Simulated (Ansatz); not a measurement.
The molecule FeN, multiplicity 6 (lowest of 2S+1 = 2, 4, 6, 8 at PBE0/def2-TZVPP; our sources give no spin for the ground state, which may be another). No spin–orbit coupling. Fe is treated without relativity.

Constants: fifth-degree fit in 1/R to seven points, most abundant isotopes. Runs in def2 and cc sets follow the lowest solution found near the PBE0 minimum.

Programs: Ansatz (a first-principles code) with Gaussian orbitals. Each number belongs to the level named beside it.

Energies at B3LYP/def2-TZVPP:

```json
[
 {"R (Å)": "1.491819", "E (hartree)": "-1318.38178695"},
 {"R (Å)": "1.531921", "E (hartree)": "-1318.38789005"},
 {"R (Å)": "1.568816", "E (hartree)": "-1318.39099888"},
 {"R (Å)": "1.610523", "E (hartree)": "-1318.39229009"},
 {"R (Å)": "1.652229", "E (hartree)": "-1318.39180987"},
 {"R (Å)": "1.700353", "E (hartree)": "-1318.38966461"},
 {"R (Å)": "1.756496", "E (hartree)": "-1318.38566168"}
]
```

Task: With a reduced mass of 11.1994 u, find the minimum, the force constant and the constants.

Result: A fifth-degree polynomial in 1/R puts the minimum at r_e = 1.6182 Å with force constant 417 N/m. Then ω_e = (1/2πc)√(k/μ) = 795 cm⁻¹ and B_e = h/(8π²cμr_e²) = 0.5748 cm⁻¹; the cubic and quartic terms give α_e = 0.0075 and ω_e x_e = 8.3 cm⁻¹.
